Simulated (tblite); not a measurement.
Record of a relaxation.

C5H9AsOSi.
SMILES with atom numbers: `[CH3:1][C:2](=[O:3])[C:4]#[C:5][CH2:6][SiH2:7][AsH2:8]` (hydrogens: H9, H10, H11 on C1; H12, H13 on C6; H14, H15 on Si7; H16, H17 on As8)

Computed with GFN2-xTB (tblite), gas phase: L-BFGS steps from a force-field or distance-geometry start until the largest atomic force falls under 0.01 eV/Å. 6 of its 199 geometries are shown.

Step 0: E = -635.8048 eV, largest atomic force 3.610 eV/Å
```
atom  x, y, z in Å  |  force x, y, z in eV/Å
C1      2.472    1.587    0.890   -1.059   0.277   0.837
C2      2.381    0.732   -0.336    2.867  -0.521  -2.131
O3      3.390    0.630   -1.088   -2.492   0.167   1.658
C4      1.183    0.009   -0.641    0.020   0.316   0.433
C5      0.172   -0.606   -0.877   -0.781  -0.448  -0.518
C6     -1.064   -1.336   -1.186    1.344   0.068  -0.658
Si7    -2.073   -1.524    0.371   -0.684   0.094   1.167
As8    -2.681    0.565    1.192    0.226   0.455  -0.381
H9      3.285    1.226    1.552   -0.421   0.281  -0.514
H10     1.504    1.563    1.463    0.857   0.043  -0.436
H11     2.670    2.636    0.589    0.035  -0.660   0.204
H12    -0.809   -2.341   -1.581   -0.031   0.667  -0.062
H13    -1.653   -0.774   -1.929    0.379  -0.222   0.081
H14    -3.281   -2.302    0.065    0.014  -0.100  -0.067
H15    -1.288   -2.230    1.394    0.026  -0.103  -0.060
H16    -1.219    1.087    1.157   -0.609  -0.168  -0.180
H17    -2.997    1.092   -0.247    0.308  -0.148   0.627
```

Step 40: E = -636.1211 eV, largest atomic force 0.032 eV/Å
```
atom  x, y, z in Å  |  force x, y, z in eV/Å
C1      2.390    1.564    0.867    0.003   0.011   0.004
C2      2.434    0.700   -0.375   -0.009  -0.018   0.020
O3      3.414    0.600   -1.076   -0.007   0.002   0.001
C4      1.210    0.003   -0.639    0.003  -0.005  -0.006
C5      0.217   -0.621   -0.925   -0.017  -0.002  -0.004
C6     -0.998   -1.336   -1.179    0.009   0.005  -0.002
Si7    -2.077   -1.475    0.415    0.003  -0.017  -0.006
As8    -2.655    0.610    1.284   -0.004  -0.016   0.019
H9      3.179    1.245    1.546   -0.010   0.004  -0.005
H10     1.427    1.505    1.368    0.007   0.002  -0.003
H11     2.596    2.596    0.587   -0.001   0.004   0.000
H12    -0.752   -2.323   -1.574   -0.009   0.015   0.001
H13    -1.558   -0.804   -1.953    0.008  -0.010   0.015
H14    -3.259   -2.258    0.017   -0.001   0.005   0.004
H15    -1.309   -2.264    1.392   -0.003   0.001  -0.015
H16    -1.259    1.124    1.107    0.022   0.017  -0.016
H17    -3.009    1.147   -0.073    0.006   0.002  -0.009
```

Step 79: E = -636.1283 eV, largest atomic force 0.026 eV/Å
```
atom  x, y, z in Å  |  force x, y, z in eV/Å
C1      2.291    1.609    0.850    0.012  -0.009  -0.001
C2      2.436    0.646   -0.310    0.009  -0.016   0.016
O3      3.478    0.481   -0.901    0.001  -0.012  -0.013
C4      1.229   -0.052   -0.631    0.005   0.005  -0.002
C5      0.237   -0.664   -0.947    0.005   0.014  -0.001
C6     -0.993   -1.344   -1.212    0.003  -0.005  -0.001
Si7    -2.043   -1.478    0.403    0.002   0.020   0.006
As8    -2.339    0.607    1.405   -0.005  -0.008   0.016
H9      3.041    1.367    1.601    0.008   0.014   0.010
H10     1.298    1.564    1.293    0.016   0.019  -0.009
H11     2.493    2.618    0.495   -0.015   0.006   0.010
H12    -0.779   -2.328   -1.629   -0.013  -0.015  -0.013
H13    -1.550   -0.778   -1.962   -0.004  -0.001  -0.005
H14    -3.311   -2.111    0.007   -0.007  -0.005  -0.007
H15    -1.329   -2.398    1.300    0.008  -0.015   0.005
H16    -1.072    1.138    0.808   -0.014   0.009  -0.004
H17    -3.094    1.135    0.220   -0.011   0.001  -0.006
```

Step 119: E = -636.1897 eV, largest atomic force 0.085 eV/Å
```
atom  x, y, z in Å  |  force x, y, z in eV/Å
C1      2.433    1.716    0.665   -0.001   0.012   0.004
C2      2.596    0.354    0.027    0.008  -0.011   0.016
O3      3.655   -0.226   -0.044   -0.029  -0.015  -0.026
C4      1.362   -0.179   -0.463   -0.027   0.041  -0.035
C5      0.327   -0.624   -0.897    0.036  -0.063   0.019
C6     -0.931   -1.170   -1.302   -0.005  -0.021   0.006
Si7    -2.016   -1.445    0.271    0.004  -0.025   0.000
As8    -2.101    0.548    1.475    0.029  -0.033  -0.026
H9      3.309    1.943    1.268   -0.030   0.013   0.012
H10     1.528    1.735    1.270    0.016   0.046   0.031
H11     2.339    2.473   -0.115   -0.017  -0.049  -0.008
H12    -0.784   -2.110   -1.833    0.044   0.004  -0.013
H13    -1.435   -0.474   -1.975    0.002   0.008   0.016
H14    -3.292   -1.978   -0.237   -0.007   0.018  -0.006
H15    -1.394   -2.508    1.075    0.015  -0.008  -0.027
H16    -2.010    1.380    0.228   -0.029   0.011  -0.005
H17    -3.596    0.576    1.374   -0.009   0.073   0.043
```

Step 158: E = -636.2358 eV, largest atomic force 0.032 eV/Å
```
atom  x, y, z in Å  |  force x, y, z in eV/Å
C1      2.283    1.742    0.656    0.006   0.000  -0.003
C2      2.530    0.355    0.103    0.016   0.000  -0.014
O3      3.599   -0.209    0.143   -0.018   0.024   0.011
C4      1.347   -0.220   -0.461    0.006   0.013  -0.001
C5      0.375   -0.733   -0.961   -0.009  -0.007   0.008
C6     -0.869   -1.284   -1.395    0.001   0.001  -0.003
Si7    -2.012   -1.370    0.161   -0.013  -0.007  -0.006
As8    -1.662    0.601    1.342    0.025  -0.003   0.005
H9      3.164    2.098    1.183    0.011   0.000  -0.007
H10     1.424    1.722    1.330    0.005   0.001  -0.004
H11     2.051    2.417   -0.166    0.003  -0.009   0.011
H12    -0.720   -2.266   -1.842   -0.002  -0.007   0.014
H13    -1.319   -0.632   -2.146    0.002   0.009   0.001
H14    -3.364   -1.655   -0.349   -0.003  -0.003  -0.004
H15    -1.578   -2.533    0.951   -0.014  -0.016  -0.003
H16    -2.246    1.440    0.242   -0.004   0.004   0.000
H17    -3.010    0.539    1.996   -0.013   0.000  -0.005
```

Step 198: E = -636.2413 eV, largest atomic force 0.009 eV/Å
```
atom  x, y, z in Å  |  force x, y, z in eV/Å
C1      2.279    1.796    0.632    0.000  -0.002   0.002
C2      2.525    0.405    0.092   -0.008   0.003   0.003
O3      3.603   -0.141    0.102    0.007  -0.005   0.003
C4      1.335   -0.202   -0.425    0.001   0.002  -0.001
C5      0.379   -0.760   -0.910   -0.004  -0.001  -0.001
C6     -0.843   -1.347   -1.361   -0.004   0.000   0.006
Si7    -2.087   -1.376    0.119    0.004   0.003   0.000
As8    -1.598    0.478    1.434    0.003  -0.004   0.006
H9      3.179    2.173    1.110   -0.001   0.005  -0.002
H10     1.453    1.773    1.346    0.001  -0.003   0.000
H11     1.997    2.453   -0.188   -0.002   0.000  -0.002
H12    -0.664   -2.350   -1.746   -0.001  -0.002  -0.006
H13    -1.256   -0.741   -2.169   -0.001   0.002  -0.006
H14    -3.425   -1.467   -0.489    0.001  -0.002  -0.001
H15    -1.861   -2.628    0.859    0.002  -0.003   0.001
H16    -2.044    1.431    0.362    0.003   0.003  -0.002
H17    -2.979    0.513    2.020   -0.002   0.004  -0.001
```

**Question.** Summarise the path.

**Answer.** The energy falls by 42.12 kJ/mol from step 0 to step 198; nine tenths of that is first reached at step 124. It rises by more than 0.2 meV at steps 97, 103 and 106. The largest force goes from 3.610 to 0.009 eV/Å. Among the bonds C6–Si7 changes most, from 1.864 to 1.934 Å; the atoms move by 0.949 Å rms after alignment.

**Question.** Follow the three bonds and two angles with the largest change from start to end.

**Answer.** 
| step | E above end (kJ/mol) | largest force (eV/Å) | C6–Si7 (Å) | As8–H17 (Å) | C2=O3 (Å) | As8–Si7–H14 (°) | C1–C2–C4 (°) |
| --- | --- | --- | --- | --- | --- | --- | --- |
| 0 | 42.12 | 3.610 | 1.864 | 1.565 | 1.263 | 109.5 | 120.9 |
| 9 | 12.64 | 0.105 | 1.931 | 1.508 | 1.211 | 112.1 | 115.2 |
| 17 | 12.14 | 0.050 | 1.926 | 1.504 | 1.210 | 112.2 | 114.6 |
| 26 | 11.89 | 0.046 | 1.928 | 1.503 | 1.210 | 113.2 | 114.4 |
| 34 | 11.67 | 0.038 | 1.927 | 1.502 | 1.209 | 112.5 | 114.1 |
| 43 | 11.58 | 0.025 | 1.929 | 1.503 | 1.209 | 111.9 | 113.9 |
| 52 | 11.42 | 0.053 | 1.929 | 1.501 | 1.209 | 111.2 | 113.7 |
| 60 | 11.21 | 0.044 | 1.928 | 1.501 | 1.209 | 111.3 | 113.7 |
| 69 | 11.00 | 0.029 | 1.929 | 1.503 | 1.209 | 112.4 | 113.7 |
| 77 | 10.92 | 0.029 | 1.930 | 1.502 | 1.209 | 113.0 | 113.6 |
| 86 | 10.73 | 0.050 | 1.931 | 1.500 | 1.209 | 113.7 | 113.5 |
| 95 | 9.56 | 0.177 | 1.929 | 1.504 | 1.211 | 113.9 | 113.7 |
| 103 | 8.62 | 0.531 | 1.930 | 1.524 | 1.217 | 115.8 | 114.5 |
| 112 | 7.01 | 0.295 | 1.932 | 1.521 | 1.212 | 117.1 | 113.7 |
| 121 | 4.68 | 0.216 | 1.929 | 1.509 | 1.211 | 117.1 | 112.0 |
| 129 | 3.30 | 0.076 | 1.929 | 1.501 | 1.209 | 118.1 | 111.4 |
| 138 | 2.36 | 0.088 | 1.933 | 1.501 | 1.209 | 118.5 | 112.3 |
| 146 | 1.21 | 0.091 | 1.928 | 1.498 | 1.209 | 119.5 | 112.2 |
| 155 | 0.62 | 0.075 | 1.931 | 1.500 | 1.208 | 119.4 | 112.3 |
| 164 | 0.49 | 0.031 | 1.933 | 1.500 | 1.209 | 118.7 | 112.3 |
| 172 | 0.39 | 0.035 | 1.933 | 1.500 | 1.209 | 118.6 | 112.6 |
| 181 | 0.26 | 0.027 | 1.933 | 1.500 | 1.209 | 118.8 | 112.8 |
| 189 | 0.11 | 0.035 | 1.934 | 1.501 | 1.209 | 118.1 | 112.7 |
| 198 | 0.00 | 0.009 | 1.934 | 1.501 | 1.209 | 118.3 | 112.6 |

The cost below is that of the whole relaxation. The run took 4.3 s of wall time on an Intel Xeon at 2.70 GHz with one thread, shared host with 64 logical CPUs at a one-minute load of 62.
